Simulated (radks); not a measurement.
Removal energies from the argon ion Ar9+, [He] 2s2 2p5, by Delta-SCF beside the eigenvalue of the level emptied. Method: scalar-relativistic Kohn-Sham, PBE, spin-polarised, spherical densities, finite nucleus; Fermi nuclear charge, rms radius of each element as measured or else 0.836 A^(1/3) + 0.57 fm; computed with a radial shooting solver on a logarithmic mesh with Libxc functionals. Open shells are filled with parallel spins first.

| removed from | final configuration | Delta-SCF (eV) | -eigenvalue (eV) |
|---|---|---|---|
| 2p | [He] 2s2 2p4 | 480.47 | 451.68 |
| 2s | [He] 2s1 2p5 | 540.46 | 514.82 |
| 1s | 1s1 2s2 2p5 | 3468.6 | 3371.9 |
